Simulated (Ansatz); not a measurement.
System: dichloro(ethynyl)borane, C₂HBCl₂, charge 0, multiplicity 1. 
Coordinates optimised at B3LYP-D3(BJ)/def2-TZVP (Ansatz, an electronic-structure program):
SMILES: ClB(C#C)Cl
```xyz
6

C      2.6767    -0.4806    -0.2009
C      1.4936    -0.2681    -0.1121
B      0.0176    -0.0032    -0.0013
Cl    -0.6291     1.5711    -0.4144
Cl    -1.0668    -1.2666     0.5418
H      3.7210    -0.6680    -0.2793
```

Wanted: atomisation energy (electronic, to ground-state atoms), in kcal/mol. Valence correlation only, unless marked. UHF or UKS for open shells. Spin-orbit coupling is left out. Non-relativistic. The coupled-cluster limit lacks core correlation, which all-electron functionals hold. Basis-set limits of correlation are two-point, X^-3; Hartree-Fock from the larger set (for Q and 5 zeta extrapolated as (X+1)exp(-9√X)).

| level | program | atomisation energy (kcal/mol) |
|---|---|---|
| HF/cc-pV(5+d)Z | Ansatz | 454.5 |
| revPBE-D3(BJ)/def2-TZVPD | Ansatz + dftd3 | 620.0 |

Question: Predict the CCSD(T)/CBS(cc-pV(Q+d)Z,cc-pV(5+d)Z) result (Ansatz).

Answer: 611.9 kcal/mol
